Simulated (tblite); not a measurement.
C7H9P3.
SMILES with atom numbers: `[CH3:1][c:2]1[p:3][cH:4][p:5][c:6]([CH:7]2[CH2:8][CH2:9]2)[p:10]1` (hydrogens: H11, H12, H13 on C1; H14 on C4; H15 on C7; H16, H17 on C8; H18, H19 on C9)

Computed with GFN2-xTB (tblite), gas phase: L-BFGS steps from a force-field or distance-geometry start until the largest atomic force falls under 0.01 eV/Å.

Step 19: E = -735.6098 eV
```
atom  x, y, z in Å  |  force x, y, z in eV/Å
C1      3.4810   -1.1604    0.5285   -0.005   0.045   0.002
C2      2.3051   -0.2690    0.2015   -0.019   0.024  -0.030
P3      2.7313    1.2357   -0.5656   -0.038   0.005   0.002
C4      1.2406    2.0636   -0.8599   -0.001  -0.027   0.015
P5     -0.4350    1.7132   -0.6263    0.034  -0.011  -0.012
C6     -0.4879    0.1393    0.1312    0.037  -0.007  -0.033
C7     -1.8254   -0.4555    0.3533    0.008  -0.035  -0.005
C8     -2.8424   -0.4231   -0.7597   -0.038   0.043   0.007
C9     -3.0768    0.3640    0.4838   -0.021   0.016   0.002
P10     0.7696   -0.9569    0.6464    0.031   0.023  -0.004
H11     3.4997   -1.4009    1.5917    0.015  -0.015  -0.001
H12     3.4153   -2.1005   -0.0220    0.023   0.033   0.021
H13     4.4136   -0.6637    0.2649    0.051  -0.041   0.004
H14     1.3997    3.0324   -1.3358   -0.042  -0.045   0.042
H15    -1.7925   -1.3698    0.9357   -0.009  -0.072   0.034
H16    -3.4303   -1.3103   -0.9415   -0.010   0.028  -0.006
H17    -2.5623    0.1183   -1.6524   -0.019  -0.005  -0.028
H18    -2.9864    1.4393    0.4427    0.031   0.026  -0.038
H19    -3.8266    0.0134    1.1760   -0.028   0.016   0.028
```

Step 20: E = -735.6109 eV
```
atom  x, y, z in Å  |  force x, y, z in eV/Å
C1      3.4821   -1.1596    0.5290   -0.010   0.036  -0.001
C2      2.3054   -0.2684    0.2022   -0.010   0.011  -0.029
P3      2.7296    1.2350   -0.5676   -0.022   0.007   0.007
C4      1.2386    2.0625   -0.8591    0.001  -0.035   0.024
P5     -0.4366    1.7114   -0.6279    0.025  -0.026  -0.001
C6     -0.4878    0.1375    0.1303    0.018  -0.037  -0.037
C7     -1.8256   -0.4592    0.3510   -0.014  -0.030   0.006
C8     -2.8453   -0.4232   -0.7603   -0.009   0.035   0.015
C9     -3.0753    0.3655    0.4820    0.005   0.012   0.045
P10     0.7710   -0.9568    0.6484    0.004   0.030  -0.005
H11     3.5014   -1.3996    1.5929    0.012  -0.017  -0.024
H12     3.4151   -2.1004   -0.0229    0.038   0.069   0.047
H13     4.4141   -0.6606    0.2659    0.042  -0.059   0.000
H14     1.3976    3.0322   -1.3310   -0.038  -0.020   0.022
H15    -1.7937   -1.3757    0.9319   -0.008  -0.032   0.023
H16    -3.4357   -1.3092   -0.9401   -0.009   0.035  -0.009
H17    -2.5618    0.1160   -1.6527   -0.028   0.001  -0.047
H18    -2.9778    1.4407    0.4428    0.028   0.013  -0.049
H19    -3.8251    0.0211    1.1777   -0.024   0.006   0.014
```

Step 21: E = -735.6119 eV
```
atom  x, y, z in Å  |  force x, y, z in eV/Å
C1      3.4830   -1.1579    0.5296   -0.004   0.022  -0.001
C2      2.3055   -0.2677    0.2024    0.006  -0.002  -0.021
P3      2.7275    1.2344   -0.5695    0.013   0.011   0.007
C4      1.2365    2.0609   -0.8578   -0.001  -0.032   0.027
P5     -0.4379    1.7090   -0.6295   -0.001  -0.041   0.008
C6     -0.4875    0.1349    0.1286   -0.015  -0.064  -0.033
C7     -1.8259   -0.4634    0.3487   -0.032  -0.016   0.016
C8     -2.8484   -0.4226   -0.7607    0.019   0.020   0.018
C9     -3.0735    0.3673    0.4809    0.032   0.005   0.073
P10     0.7725   -0.9563    0.6505   -0.020   0.022  -0.001
H11     3.5034   -1.3986    1.5937    0.006  -0.013  -0.037
H12     3.4156   -2.0990   -0.0230    0.045   0.083   0.056
H13     4.4153   -0.6585    0.2669    0.032  -0.063  -0.002
H14     1.3946    3.0316   -1.3255   -0.031   0.009   0.001
H15    -1.7951   -1.3825    0.9283   -0.009   0.016   0.003
H16    -3.4415   -1.3073   -0.9388   -0.010   0.041  -0.011
H17    -2.5618    0.1136   -1.6539   -0.037   0.006  -0.049
H18    -2.9683    1.4424    0.4419    0.022  -0.005  -0.051
H19    -3.8240    0.0290    1.1796   -0.013   0.001  -0.004
```

Step 22: E = -735.6133 eV
```
atom  x, y, z in Å  |  force x, y, z in eV/Å
C1      3.4843   -1.1551    0.5304    0.008   0.007   0.003
C2      2.3059   -0.2667    0.2021    0.020  -0.011  -0.009
P3      2.7254    1.2339   -0.5715    0.052   0.017   0.005
C4      1.2338    2.0584   -0.8558   -0.004  -0.017   0.023
P5     -0.4396    1.7052   -0.6313   -0.032  -0.053   0.014
C6     -0.4876    0.1305    0.1258   -0.048  -0.081  -0.025
C7     -1.8267   -0.4688    0.3463   -0.040   0.003   0.022
C8     -2.8519   -0.4213   -0.7610    0.040   0.001   0.016
C9     -3.0708    0.3696    0.4808    0.054  -0.004   0.077
P10     0.7742   -0.9552    0.6530   -0.036   0.000   0.006
H11     3.5059   -1.3977    1.5941   -0.003  -0.005  -0.035
H12     3.4171   -2.0959   -0.0221    0.044   0.070   0.048
H13     4.4177   -0.6574    0.2681    0.021  -0.052  -0.004
H14     1.3903    3.0306   -1.3188   -0.024   0.034  -0.017
H15    -1.7970   -1.3904    0.9244   -0.012   0.062  -0.015
H16    -3.4486   -1.3040   -0.9376   -0.013   0.045  -0.009
H17    -2.5627    0.1108   -1.6562   -0.046   0.011  -0.034
H18    -2.9565    1.4444    0.4398    0.015  -0.025  -0.042
H19    -3.8230    0.0386    1.1820    0.002   0.000  -0.022
```

**Question.** Estimate the geometry and energy of step 23. (The exact step hangs on the optimiser's Hessian estimate; all steps are aligned on step 22, rigid shifts and turns removed.)

**Answer.** E = -735.6148 eV, largest force 0.100 eV/Å
```
atom  x, y, z in Å  |  force x, y, z in eV/Å
C1      3.4861   -1.1516    0.5313    0.022  -0.004   0.007
C2      2.3069   -0.2656    0.2013    0.025  -0.012   0.005
P3      2.7242    1.2338   -0.5737    0.071   0.022   0.004
C4      1.2307    2.0550   -0.8531   -0.007   0.008   0.013
P5     -0.4419    1.6997   -0.6331   -0.047  -0.055   0.012
C6     -0.4887    0.1242    0.1221   -0.060  -0.078  -0.015
C7     -1.8283   -0.4747    0.3442   -0.031   0.020   0.020
C8     -2.8554   -0.4196   -0.7610    0.043  -0.013   0.009
C9     -3.0671    0.3721    0.4820    0.057  -0.011   0.050
P10     0.7759   -0.9539    0.6556   -0.033  -0.030   0.013
H11     3.5086   -1.3967    1.5940   -0.013   0.005  -0.015
H12     3.4197   -2.0913   -0.0204    0.037   0.026   0.021
H13     4.4214   -0.6577    0.2695    0.013  -0.026  -0.007
H14     1.3846    3.0297   -1.3113   -0.018   0.045  -0.028
H15    -1.7993   -1.3983    0.9201   -0.018   0.085  -0.021
H16    -3.4567   -1.2995   -0.9366   -0.018   0.044  -0.004
H17    -2.5649    0.1082   -1.6593   -0.050   0.014  -0.005
H18    -2.9435    1.4462    0.4364    0.009  -0.039  -0.024
H19    -3.8223    0.0493    1.1844    0.018  -0.003  -0.035
```

The energy changes by -0.0015 eV. The first-order estimate −F·Δx gives -0.0021 eV and the mean of the old and new forces, exact on a quadratic surface, -0.0015 eV. The step makes an angle of 73° with the force vector and moves no atom by more than 0.014 Å.

What follows is the cost of the whole relaxation. Hardware: Arm Neoverse V1, one thread (shared host). Cost: 0.93 s wall.
